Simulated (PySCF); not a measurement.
Cl₂Ge (SMILES [Cl][Ge][Cl]), singlet, geometry from GFN2-xTB.

Input for PySCF:
```python
from pyscf import gto, scf, dft

mol = gto.M(
    atom='''
Ge   -0.000593   -0.009850    0.718454
Cl    1.030045    1.300729   -0.657637
Cl   -1.028929   -1.282188   -0.694747
''',
    basis='aug-cc-pvdz',
    charge=0,
    spin=0,
    verbose=5,
)

mf = dft.RKS(mol)
mf.xc = 'pbe0'
mf.kernel()
mf.analyze()
```

Task: What does this run give for the dipole moment, number of basis functions, HOMO energy, nuclear repulsion energy, HOMO-LUMO gap, total energy?

Result: 
```yaml
dipole_moment: 1.87 D
number_of_basis_functions: 90
HOMO energy: -8.15 eV
nuclear_repulsion_energy: 312.6203 Eh
HOMO-LUMO gap: 5.05 eV
total_energy: -81550.1208 eV
```
